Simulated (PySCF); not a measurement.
**Magnetic susceptibility: `C=C/C=N/N=C\CC`, C₆H₁₀N₂**

Molfile (atoms numbered from 1):
```
C6H10N2
     RDKit          3D

 18 17  0  0  0  0  0  0  0  0999 V2000
   -3.8476   -0.8372   -0.2314 C   0  0  0  0  0  0  0  0  0  0  0  0
   -2.8588   -0.4609    0.5761 C   0  0  0  0  0  0  0  0  0  0  0  0
   -1.7080    0.2766    0.1287 C   0  0  0  0  0  0  0  0  0  0  0  0
   -0.7792    0.5666    0.9527 N   0  0  0  0  0  0  0  0  0  0  0  0
    0.2226    1.3450    0.8092 N   0  0  0  0  0  0  0  0  0  0  0  0
    1.4438    1.1197    0.5860 C   0  0  0  0  0  0  0  0  0  0  0  0
    2.0560   -0.1984    0.2122 C   0  0  0  0  0  0  0  0  0  0  0  0
    2.9593   -0.0634   -1.0109 C   0  0  0  0  0  0  0  0  0  0  0  0
   -4.6964   -1.3933    0.1260 H   0  0  0  0  0  0  0  0  0  0  0  0
   -3.8369   -0.5984   -1.2825 H   0  0  0  0  0  0  0  0  0  0  0  0
   -2.8751   -0.7052    1.6291 H   0  0  0  0  0  0  0  0  0  0  0  0
   -1.6599    0.5603   -0.9256 H   0  0  0  0  0  0  0  0  0  0  0  0
    2.1069    1.9701    0.6758 H   0  0  0  0  0  0  0  0  0  0  0  0
    1.2628   -0.9253    0.0217 H   0  0  0  0  0  0  0  0  0  0  0  0
    2.6487   -0.5593    1.0588 H   0  0  0  0  0  0  0  0  0  0  0  0
    2.3843    0.2598   -1.8760 H   0  0  0  0  0  0  0  0  0  0  0  0
    3.4252   -1.0180   -1.2434 H   0  0  0  0  0  0  0  0  0  0  0  0
    3.7434    0.6675   -0.8250 H   0  0  0  0  0  0  0  0  0  0  0  0
  1  2  2  0
  2  3  1  0
  3  4  2  0
  4  5  1  0
  5  6  2  0
  6  7  1  0
  7  8  1  0
  1  9  1  0
  1 10  1  0
  2 11  1  0
  3 12  1  0
  6 13  1  0
  7 14  1  0
  7 15  1  0
  8 16  1  0
  8 17  1  0
  8 18  1  0
M  END
```

Method: GIAO PBE/pcSseg-1 magnetisability, rotational g tensor and spin-rotation constants, non-relativistic, gas phase (PySCF). Geometry: GFN2-xTB.

What are the magnetisability and the molar susceptibility?

Isotropic -1067 × 10⁻³⁰ J/T², or -64.2 × 10⁻⁶ cm³/mol; principal values -1230, -1034, -936 × 10⁻³⁰ J/T², anisotropy 259 × 10⁻³⁰ J/T² (root of half the summed squared differences of the principal values). The susceptibility is in cgs units.

Split it along the inertial axes a, b, c into diamagnetic and paramagnetic parts about the centre of mass, with the quadrupole moment.


| axis | χ (10⁻⁶ cm³/mol) | diamagnetic (10⁻⁶ cm³/mol) | paramagnetic (10⁻⁶ cm³/mol) | summed x² of all electrons (Å²) | quadrupole Θ (D Å) |
| --- | --- | --- | --- | --- | --- |
| a | -58.4 | -350.1 | 291.8 | 356.4 | +7.51 |
| b | -68.7 | -1616.7 | 1547.9 | 57.9 | -5.88 |
| c | -65.7 | -1757.6 | 1691.9 | 24.7 | -1.63 |

Anisotropies 2χaa − χbb − χcc = +17.6 and 2χbb − χaa − χcc = -13.4 × 10⁻⁶ cm³/mol. Θ is traceless in Buckingham's convention.

And the rotational g tensor?


```
axis  rotational constant (GHz)        g  nuclear part  electronic part
   a                     5.0806  -0.0754        0.6211          -0.6964
   b                     0.8168  -0.0051        0.5888          -0.5940
   c                     0.7435  -0.0066        0.5844          -0.5910
```
Asymmetric top; isotopes 12C, 1H, 14N; no vibrational averaging.
